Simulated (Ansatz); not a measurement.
Input for Ansatz (a program for electronic structure): U-CCSD(T)/def2-SVP on CdFI (SMILES [F][Cd][I]), a point of a bond scan (R = 5.168 Å). Elements past Kr take the def2 small-core potentials; no spin–orbit coupling. The run froze 14 orbitals, filled d shells among them.

Ansatz 0.2 input:
```yaml
crystal:
  periodic: [false, false, false]
  atoms:
    - {symbol: Cd, position_ang: [-0.00000000, -0.00000000, -1.08526849]}
    - {symbol: F, position_ang: [-0.00000000, -0.00000000, -3.03871967]}
    - {symbol: I, position_ang: [0.00000000, 0.00000000, 4.08305583]}
basis:
  gaussian:
    orbitals: def2-SVP
correlation: {method: ccsd_t, electrons: outside_noble_gas}
scf: {omitted_lower_state_checks: [cluster_reference]}
magnetization: {spin_polarized: true, initial_magnetization: 0}
```

The head of its log:

```
WARN ansatz: RAYON_NUM_THREADS=1 ignored (pool sized by the plan → 1); use --threads N
Functional definition: HF
these checks for a lower state are left out or cut short: cluster_reference
integrals: 0.08 GiB planned
791 factors; integrals over basis functions are off by at most 6.5e-4 eV
mean field: 0.34 GiB planned
mean field evaluation 1: about -15309.8627 eV, gradient 2.5e1 eV
mean field evaluation 2: about -15309.9571 eV, gradient 2.5e1 eV
mean field evaluation 4: about -15313.2242 eV, gradient 4.7e0 eV
mean field evaluation 8: about -15313.4343 eV, gradient 5.2e-1 eV
mean field evaluation 16: about -15313.4367 eV, gradient 2.4e-6 eV
mean field evaluation 32: about -15315.4164 eV, gradient 2.0e-6 eV
mean field evaluation 64: about -15315.4045 eV, gradient 5.0e-1 eV
mean field evaluation 96: about -15305.9266 eV, gradient 1.6e-3 eV
mean field evaluation 128: about -15314.2331 eV, gradient 8.4e0 eV
mean field evaluation 160: about -15315.3756 eV, gradient 1.2e0 eV
mean field evaluation 192: about -15315.4148 eV, gradient 1.1e-1 eV
mean field evaluation 224: about -15312.8030 eV, gradient 2.5e1 eV
mean field evaluation 256: about -15313.0697 eV, gradient 4.2e0 eV
mean field -15315.41644383 eV, -562.8311731488 hartree, gradient 2.0e-6 eV, S^2 0.999039; 13 other end points of the search recorded, 0 dependent functions left out
14 core orbitals not correlated
reference -15315.41644383 eV, -562.8311731488 hartree; 13, 13 occupied and 44, 44 virtual orbitals, 791 factors
```

Task: What total energy does the run end on?

Result: -563.3746 hartree (reference determinant -562.8312, T1 diagnostic 0.018). Its determinant has ⟨S²⟩ = 1.00, a mixture of spin states.
